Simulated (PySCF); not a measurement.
**C₆ coefficients of unlike pairs at UHF**

Calculated with PySCF 2.14 from the dipole response of each species, C₆(A,B) = (3/π) ∫ α_A(iu) α_B(iu) du, in atomic units, from isotropic polarisabilities. For ions this is the dispersion term alone; charge-induced terms of lower order in 1/R come first.

| species | configuration | basis | relativity | α (bohr³) | C₆ (like pair) |
| --- | --- | --- | --- | --- | --- |
| Ba⁺ | [Xe] 6s1 (2S) | x2c-TZVPPall with one added diffuse shell each of s, p, d type (12s8p7d2f1g) | spin-free X2C | 172.6 | 2067 |
| O³⁺ | [He] 2s2 2p1 (2P) | dyall-av3z (15s9p3d2f) | spin-free X2C | 1.413 | 1.322 |
| Cl²⁺ | [Ne] 3s2 3p3 (4S) | dyall-acv3z (19s12p6d4f) | none | 5.980 | 21.27 |
| Ne | [Ne] (1S) | aug-cc-pwCVQZ (9s8p6d4f2g) | none | 2.329 | 5.474 |

Estimate C₆ for O³⁺ with Ba⁺.

The integral gives 35.39. The combination rule 2 C_A C_B / (C_A α_B/α_A + C_B α_A/α_B) gives 30.64 and the geometric mean 52.27.

No spin-orbit coupling is included.

The other pairs:

```
     pair     C₆
Cl²⁺, O³⁺  5.267
Cl²⁺, Ba⁺  147.2
  Ne, O³⁺  2.654
 Ne, Cl²⁺  10.41
  Ne, Ba⁺  63.32
```
